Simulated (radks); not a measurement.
Coulomb parameter of the 4d shell of the silver ion Ag3+ in the model configuration [Kr] 4d7 5s1, as a second difference U = [E(n + 0.5) + E(n - 0.5) - 2 E(n)] / (0.5)^2 with all orbitals relaxed. "Bare": the charge of the atom changes with n. "Screened": the 5s shell takes up the change at fixed total charge, which measures U(4d,4d) + U(5s,5s) - 2 U(4d,5s). Calculated with a radial shooting solver on a logarithmic mesh with Libxc functionals: scalar-relativistic Kohn-Sham, PBE, spin-unpolarised, spherical densities, point nucleus.

case	configuration	E - E(n) (eV)
start	[Kr] 4d7 5s1	0.000
bare +0.5	[Kr] 4d7.5 5s1	-22.143
bare -0.5	[Kr] 4d6.5 5s1	26.112
screened +0.5	[Kr] 4d7.5 5s0.5	-7.082
screened -0.5	[Kr] 4d6.5 5s1.5	7.724

U(bare) = 15.878 eV, U(screened by 5s) = 2.569 eV, against the Slater integral F0(4d,4d) = 20.245 eV with frozen orbitals.
